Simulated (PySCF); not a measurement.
PySCF input file for AsH5Si, SMILES [SiH3][AsH2], IEF-PCM-ωB97X/def2-SVP. Geometry: PBE0-D3(BJ)/def2-TZVP.

```python
import numpy as np
from pyscf import gto, scf, dft
from pyscf.solvent import pcm

mol = gto.M(
    atom='''
    Si   -1.56538901   -0.00553339    0.00000000
    As    0.79883672    0.06125676   -0.00000000
    H    -2.04924631    0.71111112    1.20864267
    H    -2.04924631    0.71111103   -1.20864273
    H    -2.11775164   -1.38458980    0.00000005
    H     0.88503931   -0.99081897    1.09740658
    H     0.88503931   -0.99081904   -1.09740651
    ''',
    basis='def2-SVP',
    charge=0,
    spin=0,
    max_memory=1600,
    verbose=3,
)
mf = dft.RKS(mol, xc='wb97x').density_fit(auxbasis='def2-universal-jkfit')
mf.grids.level = 3
mf.conv_tol = 1e-9
mf.max_cycle = 100
mf.kernel()
res = {}
for name, eps in {'water': 78.355, 'N,N-dimethylformamide': 37.219, 'acetonitrile': 35.688}.items():
    s = mf.PCM()
    s.with_solvent.method, s.with_solvent.eps, s.with_solvent.lebedev_order = 'IEF-PCM', eps, 29
    s.kernel(mf.make_rdm1())
    res[name] = (s.e_tot, eps, s.dip_moment(), s.mo_energy, s.converged)
    print(f'{name}: electrostatic solvation free energy {(s.e_tot - mf.e_tot) * 627.509474:.3f} kcal/mol')
```

It prints:

```
converged SCF energy = -2528.02814650184

WARN: PCM is an experimental feature. It is still in testing.
Features and APIs may be changed in the future.

converged SCF energy = -2528.0293717701
Dipole moment(X, Y, Z, Debye): -0.29679, -0.68469,  0.00000
water: electrostatic solvation free energy -0.769 kcal/mol

WARN: PCM is an experimental feature. It is still in testing.
Features and APIs may be changed in the future.

converged SCF energy = -2528.02934044482
Dipole moment(X, Y, Z, Debye): -0.29498, -0.67814,  0.00000
N,N-dimethylformamide: electrostatic solvation free energy -0.749 kcal/mol

WARN: PCM is an experimental feature. It is still in testing.
Features and APIs may be changed in the future.

converged SCF energy = -2528.02933791849
Dipole moment(X, Y, Z, Debye): -0.29484, -0.67762,  0.00000
acetonitrile: electrostatic solvation free energy -0.748 kcal/mol
```

Self-consistency was reached.
